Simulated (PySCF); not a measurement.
C3H5ClGeO.
Bonds: Cl1–Ge2, Ge2–O3, O3–C4, C4–C5 (double), C5–C6, C4–C6. Hydrogens: H7, H8 on Ge2; H9 on C5; H10, H11 on C6.

Computed with PBE0-D3(BJ)/def2-SVP geometry optimisation, gas phase (PySCF 2.14.0).

Problem. List the bond lengths, angles and torsions at this level.

Solution. 
```json
{"bond": "Cl1–Ge2", "length (pm)": "214.8"}
{"bond": "Ge2–O3", "length (pm)": "180.0"}
{"bond": "O3–C4", "length (pm)": "132.4"}
{"bond": "C4=C5", "length (pm)": "129.6"}
{"bond": "C5–C6", "length (pm)": "152.8"}
{"bond": "C4–C6", "length (pm)": "148.4"}
{"bond": "Ge2–H7, Ge2–H8", "length (pm)": "152.8"}
{"bond": "C5–H9", "length (pm)": "108.4"}
{"bond": "C6–H10, C6–H11", "length (pm)": "110.4"}
```

Bonds in one row agree within 1 pm and their mean is given. A selection of angles:
```json
{"angle": "Cl1–Ge2–O3", "degrees": "108.1"}
{"angle": "Cl1–Ge2–H7", "degrees": "108.0"}
{"angle": "Cl1–Ge2–H8", "degrees": "109.9"}
{"angle": "O3–Ge2–H7", "degrees": "109.2"}
{"angle": "O3–Ge2–H8", "degrees": "103.6"}
{"angle": "H7–Ge2–H8", "degrees": "117.7"}
{"angle": "Ge2–O3–C4", "degrees": "119.2"}
{"angle": "O3–C4–C5", "degrees": "149.4"}
{"angle": "O3–C4–C6", "degrees": "144.3"}
{"angle": "C5–C4–C6", "degrees": "66.3"}
{"angle": "C4–C5–C6", "degrees": "62.8"}
{"angle": "C4–C5–H9", "degrees": "153.3"}
{"angle": "C6–C5–H9", "degrees": "143.9"}
{"angle": "C5–C6–H10", "degrees": "119.8"}
{"angle": "C4–C6–C5", "degrees": "50.9"}
{"angle": "C4–C6–H10", "degrees": "120.4"}
{"angle": "H10–C6–H11", "degrees": "112.8"}
```

Dihedral angles: Cl1–Ge2–O3–C4 66° (synclinal); Ge2–O3–C4–C5 -176° (antiperiplanar); O3–C4–C5–C6 180° (antiperiplanar); O3–C4–C6–C5 180° (antiperiplanar). The mirror-image conformer, all signs reversed, is as good.

The C–C distances run from 1.296 Å (C4=C5, drawn double) to 1.528 Å (C5–C6, drawn single), a spread of 0.232 Å. Ge2 (germanium bonded to Cl, O and 2 H) is distorted tetrahedral (angles from 103.6° to 117.7°). The 3-membered ring C4–C5–C6 has internal angles of 50.9° to 66.3°.

Point group: C1 (no symmetry element, even within 0.4 Å). PBE0-D3(BJ)/def2-SVP frequencies: not computed here. One conformer, not necessarily the lowest.
